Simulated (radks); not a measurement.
The nickel ion Ni2+, 26 electrons, occupied as [Ar] 3d8 (the NIST ground configuration).

All-electron calculation, non-relativistic Kohn-Sham, PBE, spin-polarised, spherical densities, point nucleus; open shells are filled with parallel spins first. Program: a radial shooting solver on a logarithmic mesh with Libxc functionals.

Energy parts (eV):
total: -41009.158
kinetic: 40979.661
electron-nucleus: -97379.042
Hartree: 17085.822
exchange-correlation: -1695.600

Orbitals (lengths in bohr, moments of r in powers of bohr; <r^-3> diverges for s and p1/2; r(90%) holds 90 % of the orbital's charge):
orbital,occ.,eigenvalue (eV),<r^4>,r(90%),<r^-3>,<r^2>
1s up,1,-8141.744,0.00004139,0.0977,-,0.004030
1s down,1,-8141.748,0.00004139,0.0977,-,0.004030
2s up,1,-982.4568,0.009178,0.384,-,0.07272
2s down,1,-981.3068,0.009148,0.384,-,0.07261
2p up,3,-860.0343,0.006696,0.354,597.5,0.05758
2p down,3,-859.1847,0.006667,0.354,598.4,0.05747
3s up,1,-128.5941,0.6854,1.12,-,0.6492
3s down,1,-126.3272,0.6926,1.13,-,0.6520
3p up,3,-91.2539,0.9161,1.21,75.57,0.7214
3p down,3,-89.0213,0.9333,1.21,74.95,0.7267
3d up,5,-29.4817,3.603,1.65,7.253,1.188
3d down,3,-27.4186,4.107,1.70,7.066,1.253

The highest occupied level is 3d down at -27.419 eV. The electron density at the nucleus is 1.495e+04 e/bohr^3. The density falls to 0.001 e/bohr^3 at r = 2.96 bohr. For comparison, the ionisation energy in NIST's Atomic Spectra Database is 35.19 eV (measured). In exact Kohn-Sham theory the highest level is minus the ionisation energy, but local and semilocal functionals leave it too shallow, through self-interaction and a potential that decays too fast; potentials with the right tail come closer. Virial ratio -V/T = 2.00072. The spin density at the nucleus is -0.458 e/bohr^3 (1s -0.016, 2s -1.001, 3s 0.559), a Fermi contact field of -24 T. Spin moment in Bohr magnetons: 2.
